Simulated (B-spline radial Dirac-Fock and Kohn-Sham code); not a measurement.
## Kohn-Sham estimates against Dirac-Fock for the levels of Sm¹⁴⁺

System: samarium as Sm¹⁴⁺, configuration [Kr] 4d10 4f1 5s1.

The density-functional columns are spherical, spin-unpolarised Dirac-Kohn-Sham results without Breit or QED terms: −ε is minus the orbital energy of the initial state and ΔSCF the difference of two total energies. The reference in the last column comes from relaxed Dirac-Fock hole states (ΔSCF) with Breit and QED corrections and a finite nucleus. All numbers are from a B-spline atomic structure program, in eV; a selection of levels is shown. The Kohn-Sham columns are given as differences from the reference. For the 1s level of heavy atoms much of the gap between ΔSCF and the reference is the Breit and QED part, -194.3 eV here; for other levels the error of the functional can be larger.

```tsv
level	LDA −ε − DF	LDA ΔSCF − DF	Dirac-Fock
1s	-267.6	+181.8	47138.4
2s	-149.1	-59.4	8048.6
2p1/2	-112.4	-1.6	7618.5
2p3/2	-118.9	-17.7	7022.9
3s	-78.7	-44.0	2037.4
3p1/2	-64.2	-28.1	1853.2
3p3/2	-63.2	-28.8	1730.3
3d3/2	-43.5	-4.9	1414.8
3d5/2	-44.1	-6.1	1388.9
4p1/2	-30.6	-12.6	573.9
4p3/2	-30.6	-13.1	545.2
4d3/2	-16.7	+0.3	421.4
4d5/2	-16.8	0.0	416.1
4f	-13.3	+2.8	280.4
5s	-5.3	+4.3	272.9
```

For the outermost level NIST gives 276 ± 14 eV (theoretical); the differences from it are LDA −ε -8.46, LDA ΔSCF +1.13, Dirac-Fock -3.14 eV.

Values without a named source are computed, but for edge energies of neutral atoms, which are taken from tables.
